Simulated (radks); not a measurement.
All-electron atom: the beryllium ion Be3+ in 1s1 (the NIST ground configuration).

All-electron calculation, scalar-relativistic Kohn-Sham, PBE, spin-unpolarised, spherical densities, point nucleus; without spin polarisation the odd electron is poorly described. Program: a radial shooting solver on a logarithmic mesh with Libxc functionals.

Energy parts (eV):
| part | energy |
|---|---|
| total | -211.907 |
| kinetic | 211.559 |
| electron-nucleus | -429.211 |
| Hartree | 33.361 |
| exchange-correlation | -27.616 |

Orbitals (lengths in bohr, moments of r in powers of bohr; <r^-3> diverges for s and p1/2; r(max) is where P^2 peaks):
orbital  occ.  eigenvalue (eV)  <r^-3>   <r^2>  r(max)
1s          1        -185.9240       -  0.1973  0.2515

The highest occupied level is 1s at -185.92 eV. For comparison, the ionisation energy in NIST's Atomic Spectra Database is 217.72 eV (theoretical). In exact Kohn-Sham theory the highest level is minus the ionisation energy, but local and semilocal functionals leave it too shallow, through self-interaction and a potential that decays too fast; potentials with the right tail come closer. The density falls to 0.001 e/bohr^3 at r = 1.27 bohr. Summed over all electrons, <r^2> = 0.1973 bohr^2, which gives a Langevin (diamagnetic) susceptibility term of -0.156 x 10^-6 cm^3/mol.
